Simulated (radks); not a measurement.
Tm2+, configuration [Xe] 4f13. All-electron calculation, Dirac Kohn-Sham, PBE, spin-unpolarised, spherical densities, finite nucleus; open shells fill j = l - 1/2 first; Fermi nuclear charge, rms radius 5.2256 fm. Program: a radial shooting solver on a logarithmic mesh with Libxc functionals.

Spin-orbit splittings of the eigenvalues, e(l+1/2) - e(l-1/2), with zeta = 2 splitting/(2l+1) and mean radii in bohr:

2p: occ. 6; splitting (eV) 980.2; zeta (eV) 653.4; <r> j=l-1/2 0.07008; <r> j=l+1/2 0.07746
3p: occ. 6; splitting (eV) 207.0; zeta (eV) 138.0; <r> j=l-1/2 0.2103; <r> j=l+1/2 0.2241
3d: occ. 10; splitting (eV) 45.24; zeta (eV) 18.09; <r> j=l-1/2 0.1973; <r> j=l+1/2 0.2016
4p: occ. 6; splitting (eV) 46.69; zeta (eV) 31.13; <r> j=l-1/2 0.5062; <r> j=l+1/2 0.5382
4d: occ. 10; splitting (eV) 8.492; zeta (eV) 3.397; <r> j=l-1/2 0.5653; <r> j=l+1/2 0.5766
4f: occ. 13; splitting (eV) 1.198; zeta (eV) 0.3424; <r> j=l-1/2 0.7896; <r> j=l+1/2 0.8096
5p: occ. 6; splitting (eV) 5.750; zeta (eV) 3.833; <r> j=l-1/2 1.387; <r> j=l+1/2 1.497
